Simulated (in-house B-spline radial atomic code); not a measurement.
Values are calculated unless marked as measured or tabulated.
Correlation energy from the adiabatic connection: −Z exp(−kr)/r, Z = 2.38, k = 0.698

Two electrons in a singlet, external potential −Z exp(−kr)/r, Z = 2.38, k = 0.698 (atomic units). Full CI in B-splines (partial waves to l = 8, correlation up to 0.6 % small) with the density held fixed gives W(λ) = <V_ee>_λ − U, and E_c is the integral of W(λ) − W(0) from 0 to 1.

| λ | W(λ) − W(0) (hartree) |
| --- | --- |
| 0 | 0.00000 |
| 0.02 | -0.00200 |
| 0.05 | -0.00496 |
| 0.12 | -0.01174 |
| 0.25 | -0.02382 |
| 0.4 | -0.03700 |
| 0.6 | -0.05340 |
| 0.8 | -0.06860 |
| 1 | -0.08271 |

Problem. Integrate the table by the trapezoid rule.

Solution. The strips give -0.00002, -0.00010, -0.00058, -0.00231, -0.00456, -0.00904, -0.01220, -0.01513, which sum to -0.04395 hartree. The direct value, W(1) − W(0) + T_c with T_c = 0.03868, is -0.04403; the curve is convex, so chords lie above it and the trapezoids fall short in size by 0.17 %.

Problem. Now use only three numbers: W(0) = -1.131, the initial slope W'(0) = -0.1003 (extrapolated from the first points) and the strong-coupling limit of the point-charge-plus-continuum model, W∞ = -1.6234. What do second-order theory and the interpolation W(λ) = W∞ + (W(0) − W∞)/√(1 + 2χλ) of Seidl, Perdew and Levy give?

Solution. Second order keeps the slope alone: E_c = W'(0)/2 = -0.05015, +14 % in size against -0.04403. Matching the slope fixes χ = W'(0)/(W∞ − W(0)) = -0.1003/(-0.49240) = 0.20370. Integrating, with s = √(1 + 2χ) = 1.186336, E_c = −(W(0) − W∞)(s − 1)/(s + 1) = −0.49240 × 0.186336/2.186336 = -0.04197 hartree, -4.7 % in size against the full result. At λ = 1 the formula gives W − W(0) = -0.07734 against -0.08271. Part of the miss can come from the model's W∞.
